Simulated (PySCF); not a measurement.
C₄H₁₃PSi₂.
Atom-mapped SMILES: `[H]/[P:7]=[C:5](\[Si:2]([CH3:1])([CH3:3])[CH3:4])[SiH3:6]` (hydrogens: H8, H9, H10 on C1; H11, H12, H13 on C3; H14, H15, H16 on C4; H17, H18, H19 on Si6; H20 on P7)

Geometry (PBE0-D3(BJ)/def2-SVP, Å), atoms numbered from 1 in this order:
```xyz
20
C4H13PSi2 angstrom
C      0.1429   -1.7059    0.9184
Si    -0.4822   -0.2236   -0.0586
C     -1.9214    0.5730    0.8535
C     -1.0197   -0.7800   -1.7722
C      0.8935    1.0663   -0.2358
Si     2.5740    0.7700    0.5351
P      0.6959    2.5136   -1.0621
H      1.0121   -2.1778    0.4338
H     -0.6494   -2.4678    0.9981
H      0.4359   -1.4231    1.9420
H     -2.7548   -0.1388    0.9677
H     -1.6134    0.9030    1.8580
H     -2.2973    1.4534    0.3096
H     -0.1806   -1.2344   -2.3217
H     -1.8248   -1.5291   -1.6991
H     -1.3977    0.0664   -2.3661
H      3.1823   -0.4866   -0.0057
H      2.4424    0.5999    2.0169
H      3.4923    1.9160    0.2554
H     -0.6789    2.3724   -1.4923
```

Level of theory: core-valence-separated Tamm–Dancoff BHandHLYP/aug-pcX-1 (pcseg-1 on H, def2-SVPD on P, def2-SVPD on Si) in PySCF, non-relativistic, gas phase, PBE0-D3(BJ)/def2-SVP geometry.

Computed carbon K-edge spectrum, Gaussian lines of 0.3 eV full width, highest printed point 100; it ends one width below the last computed root. The energies are unshifted.

photon energy (eV), absorption and a bar:
```
    280.5          0 
    280.6          3 #
    280.7         12 ####
    280.8         26 ########
    280.9         31 #########
    281.0         19 ######
    281.1          7 ##
    281.2          1 
    281.3          0 
    281.4          0 
    281.5          0 
    281.6          0 
    281.7          0 
    281.8          0 
    281.9          0 
    282.0          0 
    282.1          0 
    282.2          0 
    282.3          0 
    282.4          0 
    282.5          0 
    282.6          0 
    282.7          0 
    282.8          0 
    282.9          0 
    283.0          0 
    283.1          0 
    283.2          0 
    283.3          0 
    283.4          0 
    283.5          0 
    283.6          0 
    283.7          1 
    283.8          4 #
    283.9          5 #
    284.0          4 #
    284.1          2 
    284.2          0 
    284.3          0 
    284.4          0 
    284.5          0 
    284.6          0 
    284.7          1 
    284.8          3 #
    284.9          7 ##
    285.0          8 ##
    285.1          5 #
    285.2          1 
    285.3          0 
    285.4          1 
    285.5          9 ###
    285.6         38 ###########
    285.7         83 #########################
    285.8        100 ##############################
    285.9         68 ####################
    286.0         27 ########
    286.1          7 ##
    286.2          2 #
    286.3          4 #
```

Q: Assign the maxima to core holes.

A: 4 maxima:
- 280.9 eV: C5 (carbon bonded to P and 2 Si), 280.88 eV, f = 0.056, 1s→π*, 100 % of the height at the exact maximum
- 283.9 eV: C3/C4 (Si-methyl carbon), 283.90 eV, f = 0.009, sum of 2, 100 % of the height at the exact maximum
- 285.0 eV: C3/C4 (Si-methyl carbon), 284.95 eV, f = 0.010, sum of 2, 67 % of the height at the exact maximum; C1 (Si-methyl carbon), 284.99 eV, f = 0.005, 33 % of the height at the exact maximum
- 285.8 eV: C1/C3/C4 (Si-methyl carbon), 285.77 eV, f = 0.118, sum of 4, 64 % of the height at the exact maximum; C1/C3 (Si-methyl carbon), 285.81 eV, f = 0.065, sum of 2, 35 % of the height at the exact maximum

Roots within 0.03 eV on the same or equivalent atoms count as one line; shares under 12 % aren't listed.

Vibrational structure and lifetime widths aren't in the curve. The ionisation threshold wasn't computed; near and above it a finite basis only mimics Rydberg series and continuum.
